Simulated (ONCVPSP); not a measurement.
## What one change does to a pseudopotential (tungsten (W), ONCV)

* Element: W
* Generator: ONCVPSP 4.0.1
* Type: optimised norm-conserving Vanderbilt (ONCV)
* Functional: PBE
* Relativity: scalar-relativistic
* Frozen core: [Kr] 4d10 4f14
* Valence charge: 14
* Reference configuration: 5s2 5p6 5d4 6s2
* Partial waves: 5s+6s: rc 1.45 bohr, ncon 4, nbas 8, qcut 7.6 1/bohr, 3 projectors, debl 1.4 Ha; 5p: rc 1.30 bohr, ncon 4, nbas 7, qcut 5.3 1/bohr, 2 projectors, debl 2.5 Ha; 5d: rc 2.50 bohr, ncon 3, nbas 8, qcut 7.6 1/bohr, 1 projector
* Local potential: polynomial inside 1.15 bohr (lpopt 5, dvloc0 0 Ha)
* Core correction: Teter function, fcfact 5.5, rcfact 1.4

All-electron outer shells of the reference configuration (PBE, scalar-relativistic, ld1.x):

| shell | level (eV) | outermost node (bohr) | outermost maximum (bohr) |
| --- | --- | --- | --- |
| 5s | -79.07 | 0.53 | 0.96 |
| 5p | -43.20 | 0.57 | 1.09 |
| 4f | -33.21 | – | 0.43 |
| 6s | -5.71 | 1.28 | 2.67 |
| 5d | -4.48 | 0.63 | 1.49 |

Change: core correction Teter function, fcfact 4.6, rcfact 1.4.

Cutoffs: the cutoffs (Ha) at which the residual kinetic energy of the hardest occupied pseudo-wave falls to 1 and 0.1 mHa per electron; they do not see the model core or the augmentation charge, which bear on the density cutoff. Errors are all-electron minus pseudo energies relative to the spin-unpolarised reference configuration.

**Question.** Predict the effect on cutoff, ghosts and configuration errors.

**Answer.** The potential gets neither clearly harder nor softer (78 Ha and 92 Ha → 78 Ha and 92 Ha); of the 4 tests that both files solve, the error grows in 0 and shrinks in 3 by more than 15 % and 0.3 meV (median size 5.0 → 3.8 meV); neither file shows a bound ghost. A model core, the more so a compact one, raises the density cutoff, which this test does not measure.

| quantity | base | changed |
| --- | --- | --- |
| cutoff, loose | 78 Ha | 78 Ha |
| cutoff, tight | 92 Ha | 92 Ha |
| bound ghosts | none | none |
| GHOST(+) flags under 300 eV | s at 286.4 eV | s at 286.4 eV |
| error for 5s2 5p6 5d4 6s1, meV [ΔE 8.88 eV] | -2.8 | -2.7 |
| error for 5s2 5p6 5d4 6s0, meV [ΔE 24.56 eV] | -4.4 | -3.6 |
| error for 5s2 5p6 5d3 6s0, meV [ΔE 49.95 eV] | -5.6 | -4.1 |
| error for 5s2 5p6 5d5 6s0, meV [ΔE 9.69 eV] | -12 | -10 |
| s: phases at 1.47 bohr within 0.05 rad from the reference energy up to (Ha; the scan ends near 5) | to the end of the scan | to the end of the scan |
| p: phases at 1.32 bohr within 0.05 rad from the reference energy up to (Ha; the scan ends near 5) | to the end of the scan | to the end of the scan |
| d: phases at 2.54 bohr within 0.05 rad from the reference energy up to (Ha; the scan ends near 5) | 1.3 | 1.3 |
| rms error of d²Exc/dni dnj with the model core, mHa | 0.87 | 0.36 |
